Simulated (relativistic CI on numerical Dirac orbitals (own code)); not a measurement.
## Pt33+: q coefficients and field-shift factors

Computed by Dirac-Coulomb-Breit CI, KLI orbitals optimised for each configuration, derivatives by finite differences, unscaled Slater integrals, QED left out (own radial code, finite nucleus).

Configuration list (outside the closed core [Ar] 3d10): 4s2.4p6.4d9, 4s2.4p6.4d8.4f, 4s2.4p5.4d10, 4s.4p6.4d10, 4s2.4p5.4d9.4f, 4s.4p6.4d9.4f, 4s2.4p6.4d8.5s, 4s2.4p4.4d10.4f. Levels of other configurations are missing.

With x = (α/α₀)² − 1 an excitation energy changes as ω = ω₀ + qx; K = 2q/ω₀ is the relative enhancement. Terms are leading LS components, so labels can repeat. The field-shift factor is F = δν/δ⟨r²⟩ for the transition from the lowest level.

Lowest level 4s2.4p6.4d9 2D_5/2.

```csv
Level,ω₀ (cm⁻¹),q (cm⁻¹),K,F (GHz/fm²)
4s2.4p6.4d9 2D_3/2,179197,182000,2.03,5.96
4s2.4p5.4d10 2P°_3/2,1636114,194200,0.237,18.8
4s2.4p6.4d8.4f 4F°_5/2,1697645,3464,0.00408,27.1
4s2.4p6.4d8.4f 4F°_7/2,1707405,11940,0.014,27.6
4s2.4p6.4d8.4f 4D°_3/2,1718970,21100,0.0246,26.9
4s2.4p6.4d8.4f 2F°_5/2,1733666,14100,0.0163,27.5
4s2.4p6.4d8.4f 4F°_9/2,1734395,19370,0.0223,28.2
4s2.4p6.4d8.4f 2I°_13/2,1737152,1181,0.00136,27.6
4s2.4p6.4d8.4f 4H°_11/2,1751373,8660,0.00989,27.8
4s2.4p6.4d8.4f 4D°_7/2,1760940,21470,0.0244,27.6
4s2.4p6.4d8.4f 2P°_1/2,1762517,47420,0.0538,29
4s2.4p6.4d8.4f 4I°_15/2,1762828,41530,0.0471,29.5
4s2.4p6.4d8.4f 2D°_3/2,1768275,18260,0.0207,28.1
4s2.4p6.4d8.4f 2G°_9/2,1771079,34060,0.0385,29.1
4s2.4p6.4d8.4f 4H°_13/2,1779913,44150,0.0496,29.4
4s2.4p6.4d8.4f 2H°_9/2,1790004,11510,0.0129,27.8
4s2.4p6.4d8.4f 2P°_1/2,1797256,9548,0.0106,27
4s2.4p6.4d8.4f 2F°_7/2,1797980,40320,0.0449,28.4
4s2.4p6.4d8.4f 2H°_11/2,1801919,43930,0.0488,29.6
4s2.4p6.4d8.4f 2F°_5/2,1823537,45840,0.0503,29.6
4s2.4p6.4d8.4f 2G°_9/2,1831208,48680,0.0532,29.4
4s2.4p6.4d8.4f 2P°_3/2,1834084,86550,0.0944,30.4
4s2.4p6.4d8.4f 4G°_11/2,1849423,49730,0.0538,30.3
```

At this charge energies of transitions that change n are usually good to better than 1 %, and those within a shell (Δn = 0) to a few per cent.
